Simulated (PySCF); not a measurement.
C₃H₇BO₂, SMILES C[C@H]1OCB1O. Geometry: B3LYP-D3(BJ)/def2-SVP. The structure was generated by enumeration; whether it is a known compound was not checked. One conformer was computed; it need not be the lowest.

Computed equilibrium geometry at B3LYP-D3(BJ)/def2-SVP (PySCF confirms it by a frequency run) as a Z-matrix (one conformer of several):
```
C
H 1 1.1089
O 1 1.4637 2 109.80
C 3 1.4482 1 97.16 2 -114.99
H 4 1.1078 3 112.08 1 -120.58
H 4 1.1082 5 107.38 3 123.64
C 1 1.5206 2 109.75 3 123.60
H 7 1.1017 1 111.30 2 178.11
H 7 1.1021 8 108.26 1 121.59
H 7 1.1023 8 107.76 9 116.94
B 1 1.5850 2 114.94 3 -96.96
O 11 1.3425 1 133.83 2 -71.02
H 12 0.9668 11 114.17 1 -178.88
```
